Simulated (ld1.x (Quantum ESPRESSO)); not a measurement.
**Before and after: TM potential for Ti**

| Item | Value |
| --- | --- |
| Element | Ti (Z = 22) |
| Generator | ld1.x (Quantum ESPRESSO) 7.5 |
| Type | norm-conserving Troullier–Martins (Kleinman–Bylander form) |
| Functional | PBE |
| Relativity | scalar-relativistic |
| Frozen core | [Ne] 3s2 |
| Valence charge | 10 |
| Reference configuration | 3p6 3d2 4s1.5 4p0 (charge +0.5) |
| Partial waves | 4s (bound): rc 2.10 bohr; 3d (bound): rc 2.25 bohr; 3p (bound): rc 1.60 bohr |
| Local potential | the p channel |
| Core correction | none |

All-electron outer shells of the reference configuration (PBE, scalar-relativistic, ld1.x):

```json
{"shell": "3s", "level (eV)": "-66.09", "outermost node (bohr)": "0.40", "outermost maximum (bohr)": "0.87"}
{"shell": "3p", "level (eV)": "-42.33", "outermost node (bohr)": "0.37", "outermost maximum (bohr)": "0.90"}
{"shell": "3d", "level (eV)": "-7.65", "outermost node (bohr)": "–", "outermost maximum (bohr)": "0.98"}
{"shell": "4s", "level (eV)": "-7.32", "outermost node (bohr)": "1.24", "outermost maximum (bohr)": "2.85"}
{"shell": "4p", "level (eV)": "-3.93", "outermost node (bohr)": "1.38", "outermost maximum (bohr)": "3.57"}
```

Change: wave 3d (bound): rc 2.25 bohr becomes 3d (bound): rc 1.80 bohr.

Cutoffs: the cutoffs (Ry, on a coarse ladder) from which the occupation-weighted sum of valence levels, in a spherical-Bessel basis at the reference potential, stays within 10 and 1 mRy of its value at 400 Ry; they do not see the model core or the augmentation charge, which bear on the density cutoff. Errors are all-electron minus pseudo energies relative to the spin-unpolarised reference configuration.

**Question.** How do hardness, ghosts and transferability respond?

**Answer.** The potential gets harder (45 Ry and 80 Ry → 60 Ry and 80 Ry); both files keep a bound ghost (s); of the 7 tests that both files solve, the error grows in 1 and shrinks in 2 by more than 15 % and 0.3 meV (median size 17.3 → 16.4 meV). A smaller radius makes the pseudo-wave follow the all-electron one further in, where it bends more sharply, so more plane waves are needed.

| quantity | base | changed |
| --- | --- | --- |
| cutoff, loose | 45 Ry | 60 Ry |
| cutoff, tight | 80 Ry | 80 Ry |
| loose cutoff by channel (10 mRy a level) | s 12 Ry, d 40 Ry, p 35 Ry | s 12 Ry, d 55 Ry, p 35 Ry |
| bound ghosts | s | s |
| error for 3p6 3d2 4s2 4p0, meV [ΔE -2.94 eV] | +0.6 | +0.4 |
| error for 3p6 3d2 4s1 4p0, meV [ΔE 4.41 eV] | +0.6 | +0.4 |
| error for 3p6 3d2 4s0 4p0, meV [ΔE 17.98 eV] | +17 | +16 |
| error for 3p6 3d3 4s1 4p0, meV [ΔE -1.83 eV] | +4.4 | -14 |
| error for 3p6 3d1 4s2 4p1, meV [ΔE 1.74 eV] | +114 | +28 |
| error for 3p5 3d2 4s2 4p0, meV [ΔE 42.62 eV] | -299 | -195 |
| error for 3p6 3d2 4s0 4p2, meV [ΔE 3.35 eV] | +36 | +35 |

 A true bound ghost makes a file unfit for plane-wave use even where its test errors are small: the radial tests pick states by their node count and pass the ghost by.
